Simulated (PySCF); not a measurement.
Rigid-rotor lines calculated for a species of formula C6H14O2S (commonest isotopes; PySCF 2.14.0, PBE0-D3(BJ)/def2-SVP geometry optimisation, gas phase), labelled J(Ka,Kc):

```
     transition     MHz
1(1,1) ← 0(0,0)  4148.1
2(1,1) ← 1(1,0)  2725.8
2(0,2) ← 1(0,1)  2713.4
2(1,2) ← 1(1,1)  2701.2
1(0,1) ← 0(0,0)  1356.7
```

Question: Find the rotational constants.

Answer: 1(0,1) ← 0(0,0) is B + C, 2(1,1) ← 1(1,0) is 3B + C and 2(1,2) ← 1(1,1) is B + 3C, so B − C is half the difference of the last two, 12.3 MHz. 1(1,1) ← 0(0,0) is A + C. A = 3475.9, B = 684.5, C = 672.2 MHz.

Question: What moments of inertia, asymmetry and inertial defect follow?

Answer: I = 505379 MHz·u·Å² over each constant: Ia = 145.40, Ib = 738.30, Ic = 751.80 u·Å²; κ = (2B − A − C)/(A − C) = -0.991 (near-prolate asymmetric top); Δ = Ic − Ia − Ib = -131.89 u·Å².

Question: Which dipole components do these lines need?

Answer: μa and μb (a-type: ΔKa even, ΔKc odd; b-type: both odd). The calculation gives |μa| = 0.82 D, |μb| = 3.12 D, |μc| = 2.65 D.

Question: Where do these fall, and of which type are they? 2(2,1) ← 2(1,2); 2(2,0) ← 1(1,1); 2(1,1) ← 1(0,1); 2(2,0) ← 1(1,0); 2(1,1) ← 2(0,2); 1(1,0) ← 1(0,1); 2(1,2) ← 2(0,2); 1(1,0) ← 0(0,0); 1(1,1) ← 1(0,1); 2(2,1) ← 1(1,1); 2(1,2) ← 1(0,1); 2(2,1) ← 1(1,0).

Answer: 
```
     transition    MHz  type  branch
2(1,2) ← 2(0,2)   2779     c       Q
1(1,1) ← 1(0,1)   2791     c       Q
1(1,0) ← 1(0,1)   2804     b       Q
2(1,1) ← 2(0,2)   2816     b       Q
1(1,0) ← 0(0,0)   4160     c       R
2(1,2) ← 1(0,1)   5493     b       R
2(1,1) ← 1(0,1)   5529     c       R
2(2,1) ← 2(1,2)   8411     b       Q
2(2,1) ← 1(1,0)  11100     b       R
2(2,0) ← 1(1,0)  11100     c       R
2(2,1) ← 1(1,1)  11112     c       R
2(2,0) ← 1(1,1)  11112     b       R
```

Question: Which structure gave them?

Answer: `CCCS(=O)(=O)CCC`, point group C1. Three constants can't fix a structure by themselves; this is the one that was computed:
```
atom  x, y, z in Å
C1    -3.372   -0.680    0.418
C2    -2.732    0.224   -0.625
C3    -1.349    0.741   -0.254
S4    -0.142   -0.595   -0.230
O5    -0.215   -1.279   -1.523
O6    -0.302   -1.356    1.012
C7     1.444    0.247   -0.137
C8     2.556   -0.782   -0.016
C9     3.932   -0.140    0.048
H10   -3.466   -0.167    1.388
H11   -4.380   -0.983    0.099
H12   -2.774   -1.586    0.585
H13   -2.649   -0.302   -1.590
H14   -3.369    1.106   -0.805
H15   -0.980    1.462   -1.000
H16   -1.320    1.203    0.745
H17    1.400    0.912    0.740
H18    1.536    0.854   -1.052
H19    2.368   -1.388    0.884
H20    2.489   -1.469   -0.875
H21    4.717   -0.906    0.138
H22    4.145    0.451   -0.856
H23    4.024    0.532    0.916
```

The values belong to one conformer (point group C1) with, in the numbering `[CH3:1][CH2:2][CH2:3][S:4](=[O:5])(=[O:6])[CH2:7][CH2:8][CH3:9]`, C1–C2–C3–S4 68°, C2–C3–S4–O5 54°, C3–S4–C7–C8 176°, S4–C7–C8–C9 179°. Whether it is a minimum is left open (no frequencies). Zero-point vibration and centrifugal distortion are left out. A rigid rotor knows nothing of internal rotation, which can split or shift real lines.
